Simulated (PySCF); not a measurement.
**Simulated absorption spectrum**

Species: [TaO2Cl2]- (charge -1 and singlet state).
SMILES: `[O]=[Ta-](=[O])([Cl])[Cl]`

Computed with PySCF 2.14.0, density-fitted response routines, TDDFT wB97X-D/def2-SVPD, vertical, gas phase, core orbitals frozen in the response, def2 core potentials past Kr. Isolated species at its PBE0-D3(BJ)/def2-SVP geometry, gas phase. Spin–orbit coupling is left out. The geometry's basis has no diffuse functions, a weakness for an anion.

Computed states:

```json
{"state": "S1", "E (eV)": "5.01", "f": "0.0027"}
{"state": "S2", "E (eV)": "5.76", "f": "0.0002"}
{"state": "S3", "E (eV)": "5.98", "f": "0.028"}
{"state": "S4", "E (eV)": "6.05", "f": "0.0000"}
{"state": "S5", "E (eV)": "6.10", "f": "0.0000"}
{"state": "S6", "E (eV)": "6.13", "f": "0.010"}
{"state": "S7", "E (eV)": "6.43", "f": "0.0045"}
{"state": "S8", "E (eV)": "6.57", "f": "0.0022"}
{"state": "S9", "E (eV)": "6.81", "f": "0.0000"}
{"state": "S10", "E (eV)": "7.05", "f": "0.0054"}
```

Broadening: Gaussians 0.5 eV wide at half height, area fixed by f = 4.319×10⁻⁹ ∫ε dν̃. The width is an assumption, not a result. The curve ends short of the highest state used, and states not computed would add to its high-energy end.

Problem. Give the broadened spectrum and its maxima.

Solution. 
```tsv
λ (nm)	ε (L mol⁻¹ cm⁻¹)
192.1	653
194.4	864
196.7	1135
199.0	1443
201.3	1737
203.6	1947
205.9	2017
208.2	1925
210.5	1695
212.7	1395
215.0	1057
217.3	746
219.6	493
221.9	308
224.2	185
226.5	112
228.8	75
231.1	63
233.4	67
235.7	81
238.0	99
240.3	117
242.6	133
244.9	143
247.2	147
249.4	144
251.7	134
254.0	121
256.3	104
258.6	86
260.9	68
263.2	53
265.5	39
267.8	28
270.1	20
272.4	14
274.7	9
277.0	6
279.3	4
281.6	2
283.9	1
286.2	1
288.4	1
290.7	0
```

Maxima: 247 nm (5.02 eV), ε about 150, made up of S1 (100%); 206 nm (6.03 eV), ε about 2000, made up of S3 (73%) and S6 (24%) (ε in L mol⁻¹ cm⁻¹; maxima over ε = 5, shares over 10%).

Problem. On this curve, what absorbance would a 10⁻³ mol/L sample give at 248 nm over a 1 cm path?

Solution. 248 nm is 4.999 eV, where ε is about 150 L mol⁻¹ cm⁻¹, so A = ε c l ≈ 0.15 (Beer–Lambert, with the gas-phase spectrum and the assumed width).

Problem. What would ε be at 6.03 eV, the highest of these maxima, with half the width (0.25 eV)?

Solution. About 3390 L mol⁻¹ cm⁻¹ against 2020, a factor of about 1.7; a lone state at its own centre would give exactly 2.

Problem. Coming from long wavelengths, where does ε first pass 100 L mol⁻¹ cm⁻¹?

Solution. At about 257 nm (4.83 eV), 0.18 eV below S1.

No detachment energy is given for this anion; states above it aren't bound, and a finite basis only mimics them.
